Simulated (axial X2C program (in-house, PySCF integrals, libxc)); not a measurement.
What spin–orbit coupling does to CoH⁻

Computed with an axial X2C code built on PySCF integrals. Spin-free means the one-electron spin-free X2C Hamiltonian; two-component (2c) means X2C with spin–orbit coupling and atomic mean-field two-electron Coulomb and Gaunt terms, so the difference of the two also holds small scalar two-electron terms. Basis: Co dyall-acv3z [10s11p7d4f2g], H dyall-av3z [7s3p2d] (cores contracted in-house); Gaussian nuclei, density fitting, unrestricted open shells. Masses: Co 58.933 u, H 1.008 u.

Spin-free state: M_S = 3/2, Λ = 2 (beyond evenly filled blocks: 2 × σα, δ+α, δ+β, δ-α); fragments Co- + H.

```tsv
level	Re (Å)	ωe (cm⁻¹)	De (eV)	μ (D)
PBE0	1.618	1461.2	1.995	3.35
HF	1.718	1291.3	-0.150	3.50
```

Dipoles are positive if H is the positive end and refer to the centre of mass.

Two-component determinant lowest at the distance of the search:

Ω = 9/2 (⟨Sz⟩ = 1.50, ⟨Lz⟩ = 3.00 at PBE0); fragments Co- + H for PBE0; Co + H- for HF.

```json
{"level": "PBE0", "Re (Å)": "1.586", "ωe (cm⁻¹)": "1558.2", "μ (D)": "2.64"}
{"level": "HF", "Re (Å)": "1.769", "ωe (cm⁻¹)": "1287.0", "μ (D)": "2.29"}
```

**Question.** From the two tables, how do the constants change at the PBE0 level (2c against spin-free)?

**Answer.** At the PBE0 level Re drops by 0.032 Å and ωe increases by 97.0 cm⁻¹. The two determinants differ in configuration, so these shifts compare two states and are not the spin–orbit effect on one state.

The state is a single determinant with fixed occupations, the lowest that a limited PBE0 search found. De is counted from the lowest determinant-based energies of the atoms at the same level, without counterpoise correction. De is not given where an atomic determinant may have missed its ground term or J level, or where the truncated virtual space spoils (T). Density functionals use the spin component along the axis (collinear). The highest occupied level is positive at some bond lengths even in Hartree–Fock (under at least one Hamiltonian), so the basis set holds the extra electron there; where that holds at Re the anion is at best weakly bound and its constants depend on the basis. Other states lie close and PBE0, whose exact exchange favours high spin, may order them wrongly; the determinant shown need not be the ground state. The nearest other spin-free determinant of the search, M_S = 3/2, Λ = 0, lies 0.14 eV up at the distance of the search. The functionals have no current-density term, which raises determinants with orbital currents, atoms included. With several unpaired electrons one determinant need not be a pure state. A state of lower Ω lies just above, and one determinant can place such states too high, so the state shown need not be the lowest. The search has Ω = 5/2 only 0.10 eV up. Hartree–Fock gets electron affinities wrong, so its lowest charge split need not be the true one.
